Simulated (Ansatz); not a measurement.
`CC[SiH2]C` + `[NH2][GeH3]` → `C[SiH2][NH][GeH3]` + `CC`  (ligand exchange at the Si–C bond)

Isolated molecules relaxed with PBE0-D4/def2-TZVP in Ansatz; ΔE leaves out vibrations. CCSD(T)/CBS is the MP2 limit (def2-TZVPP, def2-QZVPP) plus CCSD(T) − MP2 in def2-TZVPP, frozen cores. This one scheme is used for every species. Functionals use def2-TZVPP. B3LYP here is the variant with VWN-RPA as its local correlation; programs differ in this. For Ge outer-core shells are correlated without core-valence functions, which leaves a few kJ/mol of doubt a bond. Scalar relativity is left out up to krypton. One conformer a species, not always the lowest.

CCSD(T)/CBS gives -70.4 kJ/mol.

Task: Another level gave -70.9 kJ/mol. Which?
A. HF/def2-TZVPP
B. PBE0/def2-TZVPP
C. B3LYP/def2-TZVPP
D. BHLYP/def2-TZVPP

Result: C. B3LYP -70.9, PBE0 -64.9, HF/def2-TZVPP -82.1, BHLYP -75.8 kJ/mol.

Largest T1 diagnostic among the species: 0.011.

From PBE to PBE0 (25 % exact exchange), in def2-TZVPP and without D4, ΔE moves by −3.8 kJ/mol. In def2-TZVPP, CCSD(T) changes the Hartree–Fock value by +11.4 kJ/mol (the triples alone add +1.4 kJ/mol) and MP2 by +9.6 kJ/mol.
